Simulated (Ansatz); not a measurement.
`OB(O)F` + `C=CCO` → `C=CCOB(O)O` + H–F  (ligand exchange at a B–F bond)

Computed with Ansatz on PBE0-D4/def2-TZVP structures; ΔE is electronic, products minus reactants. CCSD(T)/CBS adds triple-zeta CCSD(T) − MP2 to the extrapolated MP2 energy (def2 sets, frozen cores). This one scheme is used for every species. DFT in def2-TZVPP. B3LYP here is the variant with VWN-RPA as its local correlation; programs differ in this. Each species was taken in one conformer, which may not be the lowest.

`OB(O)F`:

Z-matrix (Å, degrees):
```
B
O 1 1.352
F 1 1.333 2 117.9
O 1 1.360 2 121.6 3 180.0
H 2 0.960 1 112.5 3 -180.0
H 4 0.960 1 113.1 2 -180.0
```

`C=CCO`:

```xyz
10

C    -0.082   -1.449   -0.556
C     0.428   -0.230   -0.441
C    -0.315    0.938    0.116
O     0.353    1.516    1.222
H    -1.103   -1.663   -0.254
H     0.493   -2.273   -0.963
H     1.455   -0.036   -0.742
H    -1.340    0.639    0.375
H    -0.383    1.735   -0.630
H     0.493    0.823    1.873
```

`C=CCOB(O)O`:

Z-matrix (Å, degrees):
```
C
C 1 1.489
O 1 1.420 2 109.5
H 1 1.095 2 110.3 3 -120.6
H 1 1.096 2 110.2 3 120.6
C 2 1.324 1 124.1 3 127.3
H 2 1.088 1 115.6 3 -53.8
B 3 1.362 1 121.2 2 152.8
H 6 1.084 2 121.7 1 177.8
H 6 1.086 2 121.3 1 -1.9
O 8 1.368 3 119.4 1 179.3
O 8 1.366 3 120.9 1 -0.8
H 11 0.960 8 111.8 3 -0.2
H 12 0.960 8 111.8 3 -179.2
```

H–F:

Cartesian coordinates in Å:
```
F 0.216 0.391 -0.112
H -0.216 -0.391 0.112
```

(1) Is it downhill or uphill in electronic energy at CCSD(T)/CBS, and by how much? (An estimate is asked.)

(2) What do these levels give: PBE-D4, B3LYP-D4, B3LYP, CCSD/def2-TZVPP, SCS-MP2/def2-QZVPP, MP2/CBS(def2)? (Estimate.)

Largest T1 diagnostic among the species: 0.012.

Results:

(1) Ansatz gave: Uphill: ΔE = +14.6 kJ/mol.

(2) Computed: PBE-D4 21.6, B3LYP-D4 20.8, B3LYP 27.9, CCSD/def2-TZVPP 19.0, SCS-MP2/def2-QZVPP 16.9, MP2/CBS(def2) 12.4 kJ/mol.

The D4 term adds −7.1 kJ/mol with B3LYP and −4.2 kJ/mol with PBE0; it sums over pairs of atoms, weighted by their polarisabilities, and B3LYP, whose exchange is more repulsive, gets the larger term. In def2-TZVPP, CCSD(T) changes the Hartree–Fock value by −13.1 kJ/mol (the triples alone add −1.7 kJ/mol) and MP2 by −15.4 kJ/mol.
